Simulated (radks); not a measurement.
Results of a calculation; reference values are marked as such.
Numerical settings for neutral gold, [Xe] 4f14 5d10 6s1. Level of theory: scalar-relativistic Kohn-Sham, PBE, spin-polarised, spherical densities, point nucleus; open shells are filled with parallel spins first (spin-orbit coupling, left out, can overturn this in heavy ions) (a radial shooting solver on a logarithmic mesh with Libxc functionals). The defaults (mesh step 0.008 in ln r, mesh end at 40 bohr or more with all orbitals vanishing there, Anderson mixing 0.5 over 9 steps, residual threshold near 1e-9 with the energy settled to 1e-9 hartree or 1e-11 of itself, here a cap of 69 iterations) give E = -19011.877 hartree and 6s at -6.082 eV in 15 iterations. Times are rough (one thread of a shared host). Changes against that run (0 stands for a change within the tolerance of the run):

mesh step in ln r 0.012: iterations 15; converged yes; E (mhartree) 0; e(6s) (meV) 0; CPU (s) 0.23
mesh step in ln r 0.005: iterations 15; converged yes; E (mhartree) 0; e(6s) (meV) 0; CPU (s) 0.53
mesh step in ln r 0.2: iterations 4; converged no; E (mhartree) diverged; CPU (s) 0.01
mesh end (bohr) 400: iterations 15; converged yes; E (mhartree) 0; e(6s) (meV) 0; CPU (s) 0.34
mesh end (bohr) 1: iterations 14; converged level above zero; E (mhartree) +3.06e+05; e(6s) (meV) +1.29e+06; CPU (s) 0.26
residual threshold 0.001: iterations 9; converged yes; E (mhartree) -0.000641; e(6s) (meV) -1.6; CPU (s) 0.24
residual threshold 0.01: iterations 9; converged yes; E (mhartree) -0.000641; e(6s) (meV) -1.6; CPU (s) 0.24
mixing 0.2: iterations 20; converged yes; E (mhartree) 0; e(6s) (meV) 0; CPU (s) 0.42
linear mixing, mixing 0.8: iterations 69; converged no; E (mhartree) +1.38e+05; e(6s) (meV) -1.64e+05; CPU (s) 3.3
linear mixing, mixing 1: iterations 69; converged no; E (mhartree) +4.35e+05; e(6s) (meV) -9.64e+05; CPU (s) 4.8
mixing history 2: iterations 30; converged yes; E (mhartree) 0; e(6s) (meV) 0; CPU (s) 0.58
iteration cap 3: iterations 3; converged no; E (mhartree) -16.4; e(6s) (meV) -540; CPU (s) 0.09

Settled on a wrong energy, with an occupied level pushed above zero by the early mesh end: mesh end (bohr) 1 (+306 hartree). Apart from these: no run marked as converged misses the energy by more than 1 mhartree. A mesh that ends early acts as a hard wall.
